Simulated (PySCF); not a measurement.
# SnSe: script and output

Input:

```python
from pyscf import gto, dft

mol = gto.M(
    atom='Sn 0 0 0; Se 0 0 2.465',
    basis='lanl2dz',
    ecp={'Sn': 'lanl2dz', 'Se': 'lanl2dz'},
    charge=0,
    spin=0,
    verbose=4,
)
mf = dft.RKS(mol, xc='m06l')
field = 0.01  # electric field along z, atomic units
h = mf.get_hcore() + field*mol.intor('int1e_r')[2]
mf.get_hcore = lambda *args: h
e_nuc = mol.energy_nuc() - field*mol.atom_charges() @ mol.atom_coords()[:, 2]
mf.energy_nuc = lambda *args: e_nuc
mf.kernel()
mf.mulliken_pop()
mf.dip_moment()
print('orbital energies (hartree):', mf.mo_energy[..., max(0, mol.nelec[1]-3):mol.nelec[0]+3].round(4))
```

```bash
$ python input.py
```

It prints (some set-up lines and the per-cycle HOMO/LUMO lines with their warnings removed):

```
PySCF version 2.14.0

[INPUT] verbose = 4
[INPUT] num. atoms = 2
[INPUT] num. electrons = 10
[INPUT] charge = 0
[INPUT] spin (= nelec alpha-beta = 2S) = 0
[INPUT] symmetry False subgroup None
[INPUT] Mole.unit = angstrom
[INPUT] Symbol           X                Y                Z      unit          X                Y                Z       unit  Magmom
[INPUT]  1 Sn     0.000000000000   0.000000000000   0.000000000000 AA    0.000000000000   0.000000000000   0.000000000000 Bohr   0.0
[INPUT]  2 Se     0.000000000000   0.000000000000   2.465000000000 AA    0.000000000000   0.000000000000   4.658174897053 Bohr   0.0

nuclear repulsion = 5.15223247954564
number of shells = 8
number of NR pGTOs = 24
number of NR cGTOs = 16
basis = lanl2dz
ecp = {'Sn': 'lanl2dz', 'Se': 'lanl2dz'}

******** <class 'pyscf.dft.rks.RKS'> ********
method = RKS
initial guess = minao
damping factor = 0
level_shift factor = 0
DIIS = <class 'pyscf.scf.diis.CDIIS'>
diis_start_cycle = 1
diis_space = 8
diis_damp = 0
SCF conv_tol = 1e-09
SCF conv_tol_grad = None
SCF max_cycles = 50
direct_scf = True
direct_scf_tol = 1e-13
XC library pyscf.dft.libxc version 7.0.0
    S. Lehtola, C. Steigemann, M. J.T. Oliveira, and M. A.L. Marques.,  SoftwareX 7, 1–5 (2018)
XC functionals = m06l
    Y. Zhao and D. G. Truhlar.,  J. Chem. Phys. 125, 194101 (2006)
    Y. Zhao and D. G. Truhlar.,  J. Chem. Phys. 125, 194101 (2006)
    Y. Zhao and D. G. Truhlar.,  Theor. Chem. Acc. 120, 215 (2008)
radial grids:
    Treutler-Ahlrichs [JCP 102, 346 (1995); DOI:10.1063/1.469408] (M4) radial grids

becke partition: Becke, JCP 88, 2547 (1988); DOI:10.1063/1.454033
pruning grids: <function nwchem_prune>
grids dens level: 3
symmetrized grids: False
atomic radii adjust function: <function treutler_atomic_radii_adjust>
small_rho_cutoff = 0
Set gradient conv threshold to 3.16228e-05
Initial guess from minao.
tot grids = 42384
init E= 8.92806536244799
cycle= 1 E= -11.3717534497664  delta_E= -20.3  |g|= 1.22  |ddm|= 4.41
cycle= 2 E= -11.107409230093  delta_E= 0.264  |g|= 1.21  |ddm|= 3.81
cycle= 3 E= -12.5956717853453  delta_E= -1.49  |g|= 0.169  |ddm|= 2.82
cycle= 4 E= -12.6013939949835  delta_E= -0.00572  |g|= 0.147  |ddm|= 0.132
cycle= 5 E= -12.5768208817342  delta_E= 0.0246  |g|= 0.248  |ddm|= 0.139
cycle= 6 E= -12.5903067830607  delta_E= -0.0135  |g|= 0.197  |ddm|= 0.0736
cycle= 7 E= -12.6122497093784  delta_E= -0.0219  |g|= 0.0379  |ddm|= 0.192
cycle= 8 E= -12.6130341677639  delta_E= -0.000784  |g|= 0.00737  |ddm|= 0.0526
cycle= 9 E= -12.6130633400255  delta_E= -2.92e-05  |g|= 0.000117  |ddm|= 0.00859
cycle= 10 E= -12.6130633486217  delta_E= -8.6e-09  |g|= 4.54e-05  |ddm|= 0.000362
cycle= 11 E= -12.6130633497443  delta_E= -1.12e-09  |g|= 1.21e-05  |ddm|= 5.25e-05
cycle= 12 E= -12.6130633498213  delta_E= -7.7e-11  |g|= 1.85e-06  |ddm|= 1.15e-05
Extra cycle  E= -12.6130633497688  delta_E= 5.25e-11  |g|= 1.01e-05  |ddm|= 1.33e-05
converged SCF energy = -12.6130633497688
 ** Mulliken pop  **
pop of  0 Sn 5s           0.47643
pop of  0 Sn 6s           1.44955
pop of  0 Sn 5px          0.28558
pop of  0 Sn 5py          0.28558
pop of  0 Sn 5pz          0.62526
pop of  0 Sn 6px          0.25076
pop of  0 Sn 6py          0.25076
pop of  0 Sn 6pz          0.18814
pop of  1 Se 4s           0.45120
pop of  1 Se 5s           1.53840
pop of  1 Se 4px          0.70840
pop of  1 Se 4py          0.70840
pop of  1 Se 4pz          0.71999
pop of  1 Se 5px          0.75526
pop of  1 Se 5py          0.75526
pop of  1 Se 5pz          0.55104
 ** Mulliken atomic charges  **
charge of    0Sn =      0.18794
charge of    1Se =     -0.18794
Dipole moment(X, Y, Z, Debye): -0.00000,  0.00000, -1.08826
orbital energies (hartree): [-2.241e-01 -2.082e-01 -2.082e-01 -1.086e-01 -1.086e-01 -2.000e-04]
```

In short: E(SCF) = -12.613063 Eh, 12 cycles, μz(SCF) = -1.09 D.

Wall time 0.97 s on one thread of a shared host.

Stability towards an unrestricted solution was not tested. The bond length is a typed value, not an optimised one.
